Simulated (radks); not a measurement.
Valence configurations of Hf IV (all share [Xe]). All-electron calculation, Dirac Kohn-Sham, PBE, spin-unpolarised, spherical densities, point nucleus; open shells fill j = l - 1/2 first. Program: a radial shooting solver on a logarithmic mesh with Libxc functionals. Energies are relative to 4f14 5d1; eigenvalues in eV.

valence               E (eV)  e(4f5/2)  e(4f7/2)  e(5d3/2)  e(6p1/2)  e(6s1/2)
4f14 5d1               0.000   -44.915   -43.167   -27.447         -         -
4f13 5d1 6s1          21.904   -56.774   -54.942   -31.791         -   -28.211
4f13 5d2              18.805   -53.214   -51.385   -29.386         -         -
4f14 6s1               1.976   -48.310   -46.558         -         -   -27.333
4f13 5d0.5 6s1 6p0.5  26.988   -59.154   -57.320   -33.445   -22.894   -29.254
4f12 5d1 6s2          53.810   -69.665   -67.747   -36.363         -   -30.493
4f14 5d0.5 6p0.5       3.812   -47.142   -45.392   -29.025   -21.049         -
4f13.5 5d1 6p0.5      12.757   -51.252   -49.462   -30.022   -21.375         -
4f14 6p1               7.973   -49.412   -47.660         -   -21.946         -
4f13 5d1 6p1          28.133   -57.854   -56.021   -32.648   -22.562         -

NIST lists [Xe] 4f14 5d1 as the ground configuration; this level of theory agrees among the configurations tried. The energies are those of spherical spin-averaged densities, not of single terms.
